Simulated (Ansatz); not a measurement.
Relaxation of FGeH$_{8}$NSiSn (13 atoms, charge 0, multiplicity 1), to a largest force component of 0.015 eV/Å in at most 40 steps.

These are results of Ansatz 0.2.0, RHF/def2-SVP, not measurements.

```xyz
13
Properties=species:S:1:pos:R:3:forces:R:3
N -1.998 0.298 0.306 -0.98 3.88 -0.42
Si -0.561 -0.186 -0.545 0.06 0.13 0.20
Sn 0.539 -1.975 0.792 0.94 -0.94 1.27
Ge 0.954 1.626 -0.772 -1.76 0.61 -1.37
F 1.294 2.223 0.806 0.25 0.27 0.28
H -1.750 0.758 1.212 -0.47 -0.97 -1.17
H -2.417 1.134 -0.259 0.71 -2.47 1.63
H -0.862 -0.691 -1.881 -0.23 -0.05 -0.46
H 2.039 -2.464 0.030 -0.45 0.06 0.25
H -0.507 -3.340 1.005 0.29 0.20 -0.03
H 0.965 -1.336 2.406 -0.24 -0.37 -0.82
H 2.188 1.161 -1.478 0.85 0.23 -0.16
H 0.136 2.756 -1.607 1.01 -0.58 0.79
```

Question: Where does it end, and by what steps?

Answer: It converged. After 24 steps the energy has fallen by 0.704 eV; F5 moved furthest, 0.97 Å.

```csv
step,energy less start (eV),largest force component (eV/Å),accepted
0,0.0000,3.883,yes
1,-0.5127,1.245,yes
2,-0.5962,1.083,yes
3,-0.6429,0.473,yes
4,-0.6603,0.522,yes
5,-0.6800,0.222,yes
6,-0.6840,0.100,yes
7,-0.6882,0.052,yes
8,-0.6900,0.234,yes
9,-0.6914,0.100,yes
10,-0.6946,0.020,yes
11,-0.6957,0.232,yes
12,-0.6936,0.177,no
13,-0.6998,0.076,yes
14,-0.7011,0.021,yes
15,-0.7018,0.095,yes
16,-0.7024,0.059,yes
17,-0.7030,0.089,yes
18,-0.7033,0.037,yes
19,-0.7034,0.028,yes
20,-0.7036,0.023,yes
21,-0.7037,0.018,yes
22,-0.7038,0.017,yes
23,-0.7039,0.015,yes
24,-0.7039,0.011,yes
```

```xyz
13
Properties=species:S:1:pos:R:3
N -2.058 0.391 0.239
Si -0.603 -0.133 -0.542
Sn 0.573 -1.910 0.958
Ge 1.002 1.637 -0.956
F 2.006 1.656 0.477
H -2.070 0.608 1.217
H -2.755 0.916 -0.254
H -0.966 -0.698 -1.865
H 2.195 -2.144 0.470
H -0.249 -3.410 0.858
H 0.544 -1.390 2.588
H 1.974 1.387 -2.117
H 0.426 3.056 -1.057
```

Run time: 110 s on 2 threads of Arm Neoverse V2, with other jobs on the host, peak memory 0.47 GiB.
